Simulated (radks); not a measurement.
Spherical jellium clusters: N electrons in a uniform positive sphere of charge N and radius rs N^(1/3), rs = 2.17 bohr. Calculated with a radial shooting solver with Libxc functionals: non-relativistic Kohn-Sham, LDA (Slater exchange, Perdew-Wang correlation), spin-polarised, spherical densities. Levels are named by radial order and angular momentum (1s, 1p, 1d, 2s, ...), and open shells are averaged over m. Each electron was tried in the lowest free levels, single moves between levels near the top were tried too, and the lowest total energy was kept; such a search can miss a lower state. Energies include the self-energy of the background; IP and EA are vertical (highest electron removed, lowest free level filled), at fixed background; spill-out counts the electrons outside the background radius R, and alpha is the static dipole polarisability from linear response (closed shells only). A dash means not computed or, for alpha, an open shell; in EA it means that no bound solution was reached, which is typical of self-interaction and does not show that the anion is unstable. Real open-shell clusters deform, which this model forbids.

\begin{tabular}{lrrrrrrrr}
N & open shells & 2S & E/N (eV) & E(N+1) + E(N-1) - 2E(N) (eV) & IP (eV) & EA (eV) & spill-out (e) & alpha/R^3 \\ \hline
1 & 1s(up 1, down 0) & 1 & 0.079 & - & - & - & 0.60 & - \\
2 & none & 0 & -0.805 & 2.760 & 8.216 & - & 0.86 & 2.452 \\
3 & 1p(up 1, down 0) & 1 & -0.179 & -1.033 & 4.761 & - & 1.30 & - \\
4 & 1p(up 2, down 0) & 2 & -0.125 & -1.033 & 6.019 & - & 1.60 & - \\
5 & 1p(up 3, down 0) & 3 & -0.299 & 0.324 & 6.828 & - & 1.81 & - \\
6 & 1p(up 3, down 1) & 2 & -0.361 & -0.868 & 6.227 & - & 2.01 & - \\
7 & 1p(up 3, down 2) & 1 & -0.529 & -0.677 & 6.936 & 2.294 & 2.17 & - \\
8 & none & 0 & -0.740 & 3.320 & 7.433 & - & 2.31 & 1.950 \\
9 & 2s(up 1, down 0) & 1 & -0.535 & -0.506 & 3.943 & - & 2.74 & - \\
10 & 1d(up 2, down 0) & 2 & -0.422 & -0.509 & 4.573 & - & 2.83 & - \\
11 & 1d(up 3, down 0) & 3 & -0.375 & -0.475 & 5.080 & - & 3.02 & - \\
12 & 1d(up 4, down 0) & 4 & -0.376 & -0.435 & 5.500 & - & 3.19 & - \\
13 & 1d(up 5, down 0) & 5 & -0.410 & 0.249 & 5.853 & - & 3.33 & - \\
14 & 1d(up 5, down 0) 2s(up 1, down 0) & 6 & -0.422 & 0.064 & 5.513 & - & 3.64 & - \\
15 & 1d(up 5, down 1) 2s(up 1, down 0) & 5 & -0.428 & -0.530 & 5.586 & 1.826 & 3.77 & - \\
16 & 1d(up 5, down 3) & 2 & -0.466 & -0.424 & 5.942 & 2.130 & 3.75 & - \\
17 & 1d(up 5, down 4) & 1 & -0.524 & -0.313 & 6.223 & 2.416 & 3.86 & - \\
18 & none & 0 & -0.594 & 0.206 & 6.465 & 2.326 & 3.97 & 1.726 \\
19 & 2s(up 1, down 0) & 1 & -0.645 & 0.211 & 6.190 & 2.265 & 4.19 & - \\
20 & none & 0 & -0.681 & 2.212 & 6.022 & - & 4.45 & 1.788 \\
21 & 1f(up 1, down 0) & 1 & -0.608 & -0.300 & 3.883 & - & 4.62 & - \\
22 & 1f(up 2, down 0) & 2 & -0.555 & -0.286 & 4.187 & - & 4.77 & - \\
23 & 1f(up 3, down 0) & 3 & -0.519 & -0.272 & 4.458 & - & 4.90 & - \\
24 & 1f(up 4, down 0) & 4 & -0.498 & -0.257 & 4.701 & - & 5.03 & - \\
25 & 1f(up 5, down 0) & 5 & -0.488 & -0.243 & 4.922 & - & 5.14 & - \\
26 & 1f(up 6, down 0) & 6 & -0.489 & -0.229 & 5.122 & 1.739 & 5.25 & - \\
27 & 1f(up 7, down 0) & 7 & -0.498 & 0.521 & 5.306 & - & 5.35 & - \\
28 & 1f(up 7, down 1) & 6 & -0.488 & -0.241 & 4.739 & - & 5.46 & - \\
29 & 1f(up 7, down 2) & 5 & -0.486 & -0.226 & 4.954 & 1.686 & 5.56 & - \\
30 & 1f(up 7, down 3) & 4 & -0.493 & -0.211 & 5.149 & 1.888 & 5.66 & - \\
31 & 1f(up 7, down 4) & 3 & -0.506 & -0.198 & 5.327 & 2.075 & 5.75 & - \\
32 & 1f(up 7, down 5) & 2 & -0.524 & - & 5.491 & 2.249 & 5.84 & - \\
\end{tabular}

All shells are closed at N = 2, 8, 18, 20 (there: 1s2 1p6 1d10 2s2); the second difference of the energy has clear peaks (12 % above both neighbours; the first and last values, which can be the largest, are not judged, and half-filled shells can peak too) at N = 5, 8, 13, 20, 27.
